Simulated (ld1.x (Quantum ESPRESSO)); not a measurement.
**Pseudopotential generation for phosphorus (P): ultrasoft, LDA (PZ), scalar-relativistic.**

Input for ld1.x (Quantum ESPRESSO) 7.5:

```
&input
   title='P', zed=15., rel=1, dft='PZ', iswitch=3,
   config='[Ne] 3s2 3p3 3d-2',
   nld=3, rlderiv=2.30, eminld=-3.0, emaxld=5.0, deld=0.02
 /
 &inputp
   pseudotype=3, tm=.true., lloc=-2, rcloc=1.70,
   nlcc=.false.,
   which_augfun='PSQ', rmatch_augfun=1.05,
   file_pseudopw='P.UPF', file_wfcaegen='ae.wfc', file_wfcncgen='nc.wfc', file_beta='beta', file_chi='chi', file_wfcusgen='us.wfc'
 /
6
3S  1  0   2.00   0.00  1.40  1.80  0.0
3S  1  0   0.00   1.75  1.40  1.80  0.0
3P  2  1   3.00   0.00  1.95  2.10  0.0
3P  2  1   0.00   0.35  1.95  2.10  0.0
3D  3  2  -2.00   0.30  1.35  1.80  0.0
3D  3  2  -2.00   1.70  1.35  1.80  0.0
 &test
   configts(1)='3s2 3p3'
 /
```

Command:

```bash
ld1.x < P.in > P.out
```

Output (shortened: banner, matrices, multipoles, cross overlaps and the repeated all-electron block are left out):

```
Program LD1 v.7.5
     --------------------------- All-electron run ----------------------------

     P
     scalar relativistic calculation

     atomic number is 15.00
     dft =PZ   lsd =0 sic =0 latt =0  beta=0.20 tr2=1.0E-14
     Exchange-correlation= PZ
                           (   1   1   0   0   0   0   0)
     mesh =1147 r(mesh) = 101.18493 a.u. xmin = -7.00 dx = 0.01250
     1 Ry =  13.60569312 eV, c = 137.03599908

     n l     nl                  e(Ry)          e(Ha)          e(eV)
     1 0     1S 1( 2.00)      -152.5886       -76.2943     -2076.0737
     2 0     2S 1( 2.00)       -12.7258        -6.3629      -173.1430
     2 1     2P 1( 6.00)        -9.1517        -4.5758      -124.5148
     3 0     3S 1( 2.00)        -1.0305        -0.5153       -14.0211
     3 1     3P 1( 3.00)        -0.4118        -0.2059        -5.6027

     final scf error:  8.3E-15 reached in  24 iterations

     Etot =    -681.573995 Ry,    -340.786998 Ha,   -9273.286620 eV

     Ekin =     683.095653 Ry,     341.547827 Ha,    9293.989829 eV
     Encl =   -1627.779203 Ry,    -813.889602 Ha,  -22147.064314 eV
     Eh   =     306.786442 Ry,     153.393221 Ha,    4174.042178 eV
     Exc  =     -43.676886 Ry,     -21.838443 Ha,    -594.254312 eV

     normalization and overlap integrals

     s(1S/1S) =  1.000000  <r> =   0.1039  <r2> =    0.0145  r(max) =   0.0675
     s(2S/2S) =  1.000000  <r> =   0.5220  <r2> =    0.3251  r(max) =   0.4187
     s(2P/2P) =  1.000000  <r> =   0.4863  <r2> =    0.2972  r(max) =   0.3515
     s(3S/3S) =  1.000000  <r> =   1.8935  <r2> =    4.1843  r(max) =   1.5557
     s(3P/3P) =  1.000000  <r> =   2.3728  <r2> =    6.7910  r(max) =   1.8302

     ------------------------ End of All-electron run ------------------------

     --------------------- Generating US pseudopotential ---------------------

      Generating local potential from pseudized AE potential:
      Matching radius rcloc =   1.7000
      Enforcing V''(0)=0 (lloc=-2)

      Local pseudo, rcloc= 1.719 Estimated cut-off energy=    10.32 Ry
      Wfc-us  3S rcutus= 1.808  Estimated cut-off energy=    14.21 Ry
      Wfc-us  3S rcutus= 1.808  Estimated cut-off energy=    22.26 Ry
      Wfc-us  3P rcutus= 2.100  Estimated cut-off energy=    17.32 Ry
      Wfc-us  3P rcutus= 2.100  Estimated cut-off energy=    19.40 Ry
      Wfc-us  3D rcutus= 1.808  Estimated cut-off energy=    32.80 Ry
      Wfc-us  3D rcutus= 1.808  Estimated cut-off energy=    35.64 Ry

     Q pseudized with Bessel functions
     Expected ecutrho=     347.7121 due to l1=  2   l2=  2

     ------------------- End of pseudopotential generation -------------------

     Computing logarithmic derivative in   2.30647
     Computing logarithmic derivative in   2.30647
     Computing the partial wave expansion
     R is outside the sphere for l=    0 j= 0.00
     R is outside the sphere for l=    0 j= 0.00
     R is outside the sphere for l=    1 j= 0.00
     R is outside the sphere for l=    1 j= 0.00
     R is outside the sphere for l=    2 j= 0.00
     R is outside the sphere for l=    2 j= 0.00

     ---------------------- Testing the pseudopotential ----------------------

     P
     scalar relativistic calculation

     atomic number is 15.00   valence charge is  5.00
     dft =PZ   lsd =0 sic =0 latt =0  beta=0.20 tr2=1.0E-14
     mesh =1147 r(mesh) = 101.18493 xmin = -7.00 dx = 0.01250

     n l     nl             e AE (Ry)        e PS (Ry)    De AE-PS (Ry)
     1 0     3S   1( 2.00)       -1.03053       -1.03053        0.00000
     2 1     3P   1( 3.00)       -0.41179       -0.41179        0.00000

     eps = 2.5E-15  iter =  3

     Etot =    -681.573995 Ry,    -340.786998 Ha,   -9273.286620 eV
     Etotps =   -12.838634 Ry,      -6.419317 Ha,    -174.678510 eV

     Ekin =       5.048211 Ry,       2.524105 Ha,      68.684408 eV
     Encl =     -26.107952 Ry,     -13.053976 Ha,    -355.216777 eV
     Ehrt =      10.432813 Ry,       5.216406 Ha,     141.945645 eV
     Ecxc =      -2.925965 Ry,      -1.462983 Ha,     -39.809787 eV
     Epseu=       0.714260 Ry,       0.357130 Ha,       9.718001 eV

     ---------------------- End of pseudopotential test ----------------------
```

Generation and configuration tests took about 1.6 s on one core of a shared server CPU.

Transferability test of the new file with ld1.x, input:

```
&input
   title='P', zed=15., rel=1, dft='PZ', iswitch=2,
   config='[Ne] 3s2 3p3 3d-2'
 /
 &test
   file_pseudo='P.UPF', nconf=10,
   configts(1)='3s2 3p3',
   configts(2)='3s2 3p2',
   configts(3)='3s2 3p1',
   configts(4)='3s2 3p0',
   configts(5)='3s1 3p3',
   configts(6)='3s2 3p2.5',
   configts(7)='3s0 3p5',
   configts(8)='3s1 3p4',
   configts(9)='3s2 3p3', lsdts(9)=1,
   configts(10)='3s2 3p2', lsdts(10)=1
 /
```

```bash
ld1.x < P.test.in > P.test.out
```

Pseudopotential blocks of its output, shortened (energy terms left out):

```
     ---------------------- Testing the pseudopotential ----------------------

     n l     nl             e AE (Ry)        e PS (Ry)    De AE-PS (Ry)
     1 0     3S   1( 2.00)       -1.03053       -1.03053        0.00000
     2 1     3P   1( 3.00)       -0.41179       -0.41179        0.00000

     eps = 2.5E-15  iter =  3

     Etot =    -681.573995 Ry,    -340.786998 Ha,   -9273.286620 eV
     Etotps =   -12.838634 Ry,      -6.419317 Ha,    -174.678510 eV

     ---------------------- End of pseudopotential test ----------------------

          ---------------------- Testing the pseudopotential ----------------------

     n l     nl             e AE (Ry)        e PS (Ry)    De AE-PS (Ry)
     1 0     3S   1( 2.00)       -1.71439       -1.71388       -0.00050
     2 1     3P   1( 2.00)       -1.05150       -1.05108       -0.00042

     eps = 2.3E-15  iter =  7

     Etot =    -680.852182 Ry,    -340.426091 Ha,   -9263.465844 eV
     Etotps =   -12.116912 Ry,      -6.058456 Ha,    -164.858992 eV
     dEtot_ae =       0.721814 Ry
     dEtot_ps =       0.721721 Ry,   Delta E=       0.000093 Ry

     ---------------------- End of pseudopotential test ----------------------

          ---------------------- Testing the pseudopotential ----------------------

     n l     nl             e AE (Ry)        e PS (Ry)    De AE-PS (Ry)
     1 0     3S   1( 2.00)       -2.50017       -2.49736       -0.00281
     2 1     3P   1( 1.00)       -1.79307       -1.79061       -0.00246

     eps = 2.6E-15  iter =  9

     Etot =    -679.437371 Ry,    -339.718686 Ha,   -9244.216371 eV
     Etotps =   -10.703248 Ry,      -5.351624 Ha,    -145.625104 eV
     dEtot_ae =       2.136624 Ry
     dEtot_ps =       2.135386 Ry,   Delta E=       0.001238 Ry

     ---------------------- End of pseudopotential test ----------------------

          ---------------------- Testing the pseudopotential ----------------------

     n l     nl             e AE (Ry)        e PS (Ry)    De AE-PS (Ry)
     1 0     3S   1( 2.00)       -3.36238       -3.35276       -0.00963  !
     2 1     3P   1( 0.00)       -2.61283       -2.60403       -0.00880  !

     eps = 8.3E-15  iter = 10

     Etot =    -677.240161 Ry,    -338.620080 Ha,   -9214.321795 eV
     Etotps =    -8.511006 Ry,      -4.255503 Ha,    -115.798137 eV
     dEtot_ae =       4.333835 Ry
     dEtot_ps =       4.327628 Ry,   Delta E=       0.006207 Ry

     ---------------------- End of pseudopotential test ----------------------

          ---------------------- Testing the pseudopotential ----------------------

     n l     nl             e AE (Ry)        e PS (Ry)    De AE-PS (Ry)
     1 0     3S   1( 1.00)       -1.76527       -1.76386       -0.00141
     2 1     3P   1( 3.00)       -1.09460       -1.09395       -0.00065

     eps = 4.9E-17  iter =  7

     Etot =    -680.185369 Ry,    -340.092684 Ha,   -9254.393396 eV
     Etotps =   -11.450502 Ry,      -5.725251 Ha,    -155.792014 eV
     dEtot_ae =       1.388626 Ry
     dEtot_ps =       1.388132 Ry,   Delta E=       0.000495 Ry

     ---------------------- End of pseudopotential test ----------------------

          ---------------------- Testing the pseudopotential ----------------------

     n l     nl             e AE (Ry)        e PS (Ry)    De AE-PS (Ry)
     1 0     3S   1( 2.00)       -1.35757       -1.35744       -0.00013
     2 1     3P   1( 2.50)       -0.71699       -0.71688       -0.00010

     eps = 5.4E-17  iter =  7

     Etot =    -681.293153 Ry,    -340.646577 Ha,   -9269.465571 eV
     Etotps =   -12.557792 Ry,      -6.278896 Ha,    -170.857471 eV
     dEtot_ae =       0.280842 Ry
     dEtot_ps =       0.280841 Ry,   Delta E=       0.000001 Ry

     ---------------------- End of pseudopotential test ----------------------

          ---------------------- Testing the pseudopotential ----------------------

     n l     nl             e AE (Ry)        e PS (Ry)    De AE-PS (Ry)
     1 0     3S   1( 0.00)       -1.12997       -1.12853       -0.00144
     2 1     3P   1( 5.00)       -0.48998       -0.48979       -0.00019

     eps = 8.3E-16  iter =  7

     Etot =    -680.314501 Ry,    -340.157251 Ha,   -9256.150329 eV
     Etotps =   -11.580282 Ry,      -5.790141 Ha,    -157.557764 eV
     dEtot_ae =       1.259494 Ry
     dEtot_ps =       1.258352 Ry,   Delta E=       0.001143 Ry

     ---------------------- End of pseudopotential test ----------------------

          ---------------------- Testing the pseudopotential ----------------------

     n l     nl             e AE (Ry)        e PS (Ry)    De AE-PS (Ry)
     1 0     3S   1( 1.00)       -1.08248       -1.08186       -0.00062
     2 1     3P   1( 4.00)       -0.45253       -0.45247       -0.00006

     eps = 1.3E-15  iter =  7

     Etot =    -680.949551 Ry,    -340.474776 Ha,   -9264.790627 eV
     Etotps =   -12.214448 Ry,      -6.107224 Ha,    -166.186026 eV
     dEtot_ae =       0.624444 Ry
     dEtot_ps =       0.624186 Ry,   Delta E=       0.000258 Ry

     ---------------------- End of pseudopotential test ----------------------

          ---------------------- Testing the pseudopotential ----------------------

     n l     nl             e AE (Ry)        e PS (Ry)    De AE-PS (Ry)
     1 0     3S   1( 1.00)       -1.08304       -1.08886        0.00582  !
     2 1     3P   1( 3.00)       -0.45936       -0.46186        0.00250
     1 0     3S   2( 1.00)       -0.91190       -0.89359       -0.01831  !
     2 1     3P   2( 0.00)       -0.30668       -0.29623       -0.01045  !

     eps = 1.3E-15  iter = 14

     Etot =    -681.684973 Ry,    -340.842487 Ha,   -9274.796550 eV
     Etotps =   -12.959568 Ry,      -6.479784 Ha,    -176.323907 eV
     dEtot_ae =      -0.110978 Ry
     dEtot_ps =      -0.120934 Ry,   Delta E=       0.009957 Ry

     ---------------------- End of pseudopotential test ----------------------

          ---------------------- Testing the pseudopotential ----------------------

     n l     nl             e AE (Ry)        e PS (Ry)    De AE-PS (Ry)
     1 0     3S   1( 1.00)       -1.76627       -1.77246        0.00619  !
     2 1     3P   1( 2.00)       -1.09958       -1.10311        0.00353
     1 0     3S   2( 1.00)       -1.62942       -1.61448       -0.01493  !
     2 1     3P   2( 0.00)       -0.97279       -0.96288       -0.00991  !

     eps = 8.6E-15  iter = 13

     Etot =    -680.914121 Ry,    -340.457061 Ha,   -9264.308578 eV
     Etotps =   -12.185508 Ry,      -6.092754 Ha,    -165.792281 eV
     dEtot_ae =       0.659874 Ry
     dEtot_ps =       0.653126 Ry,   Delta E=       0.006748 Ry

     ---------------------- End of pseudopotential test ----------------------
```
